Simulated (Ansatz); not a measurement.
Geometry optimisation, RKS B3LYP-D4/6-31G* in Ansatz 0.2.0.

Input file:

```yaml
crystal:
  periodic: [false, false, false]
  atoms:
    - { symbol: Al, position_ang: [0.02738, 0.253368, -0.05883] }
    - { symbol: H, position_ang: [-0.100958, 0.313677, 1.496966] }
    - { symbol: Cl, position_ang: [1.899881, 0.330664, -1.009102] }
    - { symbol: Cl, position_ang: [-1.694686, 0.132967, -1.257046] }
    - { symbol: "N", position_ang: [0.034539, -2.504889, 1.375662] }
    - { symbol: H, position_ang: [-0.645058, -2.74856, 0.65834] }
    - { symbol: H, position_ang: [0.981845, -2.576706, 1.009751] }
    - { symbol: H, position_ang: [-0.134943, -1.546621, 1.736959] }
basis:
  gaussian: { orbitals: "6-31G*" }
hamiltonian:
  xc: b3lyp
  dispersion: d4
relax:
  f_tol: 0.03
  max_steps: 50
```

Launched with:

```bash
$ ansatz run input.yaml --threads 1 --pin off --max-ram 2048MiB --backend cpu --events-out ev --progress --plain --runs-dir out
```

Problem. Where does it end, and by what steps?

Solution. It converged. After 9 steps the energy has fallen by 1.579 eV; N5 moved furthest, 0.69 Å. Joined: Al1–N5 (3.11 → 2.05 Å).

```
step  energy less start (eV)  largest force component (eV/Å)  accepted
   0                  0.0000                           1.106       yes
   1                 -0.1048                           0.804       yes
   2                 -0.1483                           0.799       yes
   3                 -0.2859                           1.908       yes
   4                 -0.4885                           3.173       yes
   5                 -1.0364                           2.484       yes
   6                 -1.5442                           0.591       yes
   7                 -1.5631                           0.331       yes
   8                 -1.5778                           0.073       yes
   9                 -1.5787                           0.009       yes
```

```xyz
8
Properties=species:S:1:pos:R:3
Al 0.019 -0.052 0.200
H -0.137 0.859 1.478
Cl 1.922 -0.046 -0.796
Cl -1.682 -0.236 -1.099
N 0.056 -1.962 0.949
H -0.660 -2.532 0.495
H 0.964 -2.394 0.770
H -0.114 -1.984 1.956
```

The run took 18 s on 1 thread of AMD EPYC 9R45 96-Core Processor (Zen 5), with other jobs on the host, peak memory 0.18 GiB.
